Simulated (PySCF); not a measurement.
Relaxation of singlet PI₃

These are results of PBE in PySCF with P def2-SVP, I def2-SVP with ECP28; scalar-relativistic core potentials, no spin–orbit coupling; density-fitted integrals, not measurements. A (50,194) grid was used.

A hand-made trigonal planar start, of D3h symmetry, held to at least that symmetry:

Coordinates in bohr (charge 0 multiplicity 1):
```
P     0.0000    0.0000    0.0000
I     4.6109    0.0000    0.0000
I    -2.3055    3.9932    0.0000
I    -2.3055   -3.9932    0.0000
```

Task: What forces act on the atoms at the start (eV/Å)?

Result: 
```tsv
atom	Fx	Fy	Fz
P1	0.00	0.00	0.00
I2	1.88	0.00	0.00
I3	-0.94	1.63	0.00
I4	-0.94	-1.63	0.00
```

Task: What does it relax to?

Result: It ends at D3h with P–I 2.596 Å (×3); I–P–I 120.0° (×3). A frequency run shows 1 imaginary mode, down to 240i cm⁻¹, so it is a saddle point. Other isomers or separated fragments may lie lower.

Task: How much energy is released, and in how many steps?

Result: 38.4 kJ/mol in 4 steps.

The relaxation took of the order of 80 core-seconds on a shared host.
